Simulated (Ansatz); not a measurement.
A search over several starts for the lowest SCF solution of the cluster Pb3⁻ at the given spin, in a small basis.

```yaml
crystal:
  periodic: [false, false, false]
  atoms:
    - {symbol: Pb, position_ang: [-0.842084, 1.221399, 1.074955]}
    - {symbol: Pb, position_ang: [1.184321, 0.577291, -1.017726]}
    - {symbol: Pb, position_ang: [-0.342237, -1.798679, -0.057230]}
basis:
  gaussian: {orbitals: def2-SVP, initial_orbitals: start.molden}
total_charge: -1
magnetization: {spin_polarized: true, initial_magnetization: 3}
hamiltonian: {xc: pbe0, dispersion: d4}
output: {orbitals: {seedname: orbitals}}
```

The file start.molden holds the orbitals of an earlier run on this structure, at another level or in another basis.

```sh
$ ansatz run in.yaml --threads 4 --pin off --events-out ev --progress --plain --max-ram 3916MiB
```

Shortened log:

```
Functional definition: PBE0
1043 factors; integrals over basis functions are off by at most 2.4e-4 eV
mean field evaluation 1: about -15747.0457 eV, gradient 2.2e1 eV
mean field evaluation 2: about -15747.1786 eV, gradient 2.7e-1 eV
mean field evaluation 4: about -15747.2046 eV, gradient 2.1e-3 eV
mean field evaluation 8: about -15747.2046 eV, gradient 2.4e-5 eV
mean field evaluation 16: about -15747.1428 eV, gradient 7.3e-1 eV
mean field evaluation 32: about -15747.2046 eV, gradient 2.8e-4 eV
mean field evaluation 64: about -15747.2046 eV, gradient 2.3e-6 eV
mean field evaluation 96: about -15746.8382 eV, gradient 2.6e0 eV
mean field -15747.20455031 eV, -578.6990933851 hartree, gradient 4.6e-6 eV, S^2 3.938739; 9 other end points of the search recorded, 0 dependent functions left out
reference -15747.20457163 eV, -578.6990941686 hartree; 35, 32 occupied and 43, 46 virtual orbitals, 1043 factors
Total energy: -15747.32099902 eV, -578.7033727964 hartree
```

Run time 11 s (4 threads of Arm Neoverse V2 on a shared host).

Other converged states that the search met: 0.12 eV higher (⟨S²⟩ = 3.77).

In the def2 sets Pb takes a core potential; there is no spin–orbit coupling. The charge -1 quartet is spin-contaminated (final ⟨S²⟩ up to 3.94, 3.75 for a pure state). The highest occupied level of the charge -1 quartet lies above zero (up to 0.49 eV). It is a level of α spin, whose loss leaves a triplet; that state wasn't run at this geometry and level. The electron is either unbound and held by the finite basis, or the level is raised by self-interaction error. At PBE0-D4/def2-TZVPD a doublet of charge -1 lies 0.91 eV below the quartet, each at its own geometry. The structure comes from a short search, and lower isomers may exist.
